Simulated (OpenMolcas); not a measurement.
Mo3+: effect of the metal basis

Mo3+ with 6 ligands (chloride) in octahedral coordination (Oh) at 2.45 Å. A charge of +0.5 e stands 2.6 Å behind each ligand.

```json
{
 "Program": "OpenMolcas 26.06",
 "Method": "CASSCF",
 "Spin-orbit coupling": "RASSI with atomic mean-field integrals over the reference wave functions"
}
```

Fixed: ligand basis ANO-RCC-VDZP, active space 3 electrons in 5 orbitals (4d), DKH2 Hamiltonian.

States (labels of O, the rotations of Oh). Energies in cm-1 above the lowest state or level, χT in cm3 K/mol; 10Dq and B are least-squares fits to the states below 45000 cm-1, weighted by degeneracy, with a free offset, and given where the rms deviation is under 5 % of |10Dq| (or 100 cm-1) and under 700 cm-1.

| Run | Metal basis | Ground state | First state of that spin | 10Dq | B (rms of fit) | First gap with spin-orbit (degeneracies) | χT at 300 K | First state of another spin | Cost |
| --- | --- | --- | --- | --- | --- | --- | --- | --- | --- |
| A | ANO-RCC-VDZP | 4A2 | 4T2 17828 | 17362 | 638 (355) | 13352 (4, 4) | 1.754 | 2E 13479 | roughly 30 core-seconds |
| B | ANO-RCC-VTZP | 4A2 | 4T2 17708 | 17265 | 642 (359) | 13478 (4, 4) | 1.753 | 2E 13612 | roughly 40 core-seconds |

Against A, |10Dq| changes by -0.6 % in B.

Costs are those of the RASSCF and RASSI steps.

Without dynamic correlation the repulsion within the d shell is too large (B by tens of per cent), so at a given field states of lower spin stand too high. With metal d orbitals alone the field can be off either way by tens of per cent. Ligand-to-metal charge-transfer states are missing. With no ligand orbital active B as a rule stays too high, so bands that hang on it stand too high and its fall with covalency is understated. The least metal-like active orbital is 78 % on the metal (Löwdin) and no ligand orbital is active, so the numbers are rough (holds for A). The least metal-like active orbital is 79 % on the metal (Löwdin) and no ligand orbital is active, so the numbers are rough (holds for B). No measured value stands beside these numbers; the geometry was imposed, not optimised, and the real ion may take another.
